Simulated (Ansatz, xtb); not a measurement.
Two isomers of C4H3ClOS

We compare a, `Oc1sccc1Cl`, a singlet, with b, `Oc1ccsc1Cl`, a singlet. Both are isolated molecules in the gas phase, relaxed with PBE-D3(BJ)/def2-SVP; the shapes shown needn't be the lowest conformers.

a (Å):

```xyz
10

C     0.2790    0.1459   -1.8657
C     2.2228    1.0776   -0.6043
C     1.0895    1.8433   -0.4424
C    -0.0198    1.3055   -1.1664
Cl   -1.6315    1.9677   -1.2288
O    -0.5310   -0.6011   -2.6372
S     1.9495   -0.3025   -1.6379
H    -1.4079   -0.1583   -2.6145
H     3.2195    1.2349   -0.1772
H     1.0364    2.7551    0.1657
```

b (Å):

```yaml
atoms:
  - { symbol: C, position_ang: [0.2684, 0.4396, -0.9120] }
  - { symbol: C, position_ang: [1.6068, 0.3352, -1.4130] }
  - { symbol: C, position_ang: [2.0565, 1.5143, -1.9694] }
  - { symbol: C, position_ang: [-0.2541, 1.7127, -1.1103] }
  - { symbol: Cl, position_ang: [-1.8439, 2.1891, -0.6277] }
  - { symbol: O, position_ang: [-0.3772, -0.5939, -0.3239] }
  - { symbol: S, position_ang: [0.8732, 2.7813, -1.9020] }
  - { symbol: H, position_ang: [-1.2674, -0.2708, -0.0717] }
  - { symbol: H, position_ang: [2.1952, -0.5894, -1.3523] }
  - { symbol: H, position_ang: [3.0330, 1.7180, -2.4243] }
```

Quicker runs give these differences E(b) − E(a): GFN2-xTB +1.07 kcal/mol; HF/STO-3G +2.92 kcal/mol (at GFN2-xTB geometries); r2SCAN-D4/def2-SVP −0.09 kcal/mol (at GFN2-xTB geometries).

Q: Which of the two would you expect CCSD(T)/def2-SVP + ΔMP2/def2-TZVPP electronic energies to favour?

A: CCSD(T)/def2-SVP + ΔMP2/def2-TZVPP gives E(b) − E(a) = −0.45 kcal/mol, slightly favouring structure b, which is too small a margin to settle the true order.

The same difference at several levels:

```
                             level             geometry  E(b) − E(a) (kcal/mol)  departure from the last row (kcal/mol)  job, with rough time for the two
                          GFN2-xTB             GFN2-xTB                     +1.07                                   +1.51              optimisation, 0.37 s
                         HF/STO-3G             GFN2-xTB                     +2.92                                   +3.36               single point, 1.1 s
                r2SCAN-D4/def2-SVP             GFN2-xTB                     −0.09                                   +0.35               single point, 7.8 s
               PBE-D3(BJ)/def2-SVP  PBE-D3(BJ)/def2-SVP                     −0.01                                   +0.44                optimisation, 37 s
                       HF/def2-SVP  PBE-D3(BJ)/def2-SVP                     +0.15                                   +0.60           part of the CCSD(T) run
                      MP2/def2-SVP  PBE-D3(BJ)/def2-SVP                     −0.19                                   +0.25           part of the CCSD(T) run
                  CCSD(T)/def2-SVP  PBE-D3(BJ)/def2-SVP                     −0.10                                   +0.34                      single point
CCSD(T)/def2-SVP + ΔMP2/def2-TZVPP  PBE-D3(BJ)/def2-SVP                     −0.45                                                        single point, 80 s
```

As drawn, both hold the same kinds of bond in the same numbers.

The largest departure from CCSD(T)/def2-SVP + ΔMP2/def2-TZVPP is that of HF/STO-3G, 3.36 kcal/mol. The last row adds to CCSD(T) the change of the MP2 difference between the two basis sets, here −0.34 kcal/mol.

With thermal terms from frequencies at re-optimised GFN2-xTB minima (ideal gas, soft modes damped towards free rotors, one conformer each, 298.15 K, 1 atm): the zero-point term adds +0.16 kcal/mol; ΔH is −0.33 and ΔG −0.27 kcal/mol.

The correlated steps freeze 15 core orbitals. Programs: Ansatz 0.2.0, xtb 6.7.1; the last row on 2 threads of Intel(R) Xeon(R) Platinum 8259CL CPU @ 2.50GHz (Skylake/Cascade Lake) on a shared host.
